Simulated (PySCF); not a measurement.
# Br⁻ (bromine, charge -1) across methods

[Kr], closed-shell 1S. Calculation: PySCF 2.14, in dyall-av2z; no relativity, point nucleus.

```json
{"method": "UHF", "E (hartree)": "-2572.50872", "mean ε 3d (eV)": "-78.484", "mean ε 4s (eV)": "-18.702", "mean ε 4p (eV)": "-3.804", "Σ⟨r²⟩ (bohr²)": "53.51", "⟨S²⟩": "0.000"}
{"method": "LDA", "E (hartree)": "-2570.734", "mean ε 3d (eV)": "-59.697", "mean ε 4s (eV)": "-11.117", "mean ε 4p (eV)": "-0.049", "Σ⟨r²⟩ (bohr²)": "54.82", "⟨S²⟩": "0.000"}
{"method": "B3LYP", "E (hartree)": "-2574.305", "mean ε 3d (eV)": "-63.440", "mean ε 4s (eV)": "-12.716", "mean ε 4p (eV)": "-0.839", "Σ⟨r²⟩ (bohr²)": "54.55", "⟨S²⟩": "0.000"}
{"method": "PBEsol", "E (hartree)": "-2572.217", "mean ε 3d (eV)": "-59.398", "mean ε 4s (eV)": "-10.929", "mean ε 4p (eV)": "0.094", "Σ⟨r²⟩ (bohr²)": "54.62", "⟨S²⟩": "0.000"}
{"method": "B97-3", "E (hartree)": "-2574.046", "mean ε 3d (eV)": "-64.641", "mean ε 4s (eV)": "-13.084", "mean ε 4p (eV)": "-1.036", "Σ⟨r²⟩ (bohr²)": "53.69", "⟨S²⟩": "0.000"}
{"method": "r2SCAN", "E (hartree)": "-2574.249", "mean ε 3d (eV)": "-60.559", "mean ε 4s (eV)": "-11.583", "mean ε 4p (eV)": "-0.147", "Σ⟨r²⟩ (bohr²)": "53.78", "⟨S²⟩": "0.000"}
{"method": "BP86", "E (hartree)": "-2574.553", "mean ε 3d (eV)": "-59.550", "mean ε 4s (eV)": "-11.063", "mean ε 4p (eV)": "-0.021", "Σ⟨r²⟩ (bohr²)": "54.70", "⟨S²⟩": "0.000"}
{"method": "PBE0", "E (hartree)": "-2573.969", "mean ε 3d (eV)": "-64.337", "mean ε 4s (eV)": "-13.070", "mean ε 4p (eV)": "-1.056", "Σ⟨r²⟩ (bohr²)": "53.87", "⟨S²⟩": "0.000"}
```

(1) Estimate the same row for PBE.

The highest occupied level is positive at PBE, PBEsol: only the finite basis holds that electron, which in a density functional comes from self-interaction.

Results:

(1) E (hartree) = -2573.886; mean ε 3d (eV) = -59.389; mean ε 4s (eV) = -10.936; mean ε 4p (eV) = 0.085; Σ⟨r²⟩ (bohr²) = 54.81; ⟨S²⟩ = 0.000.
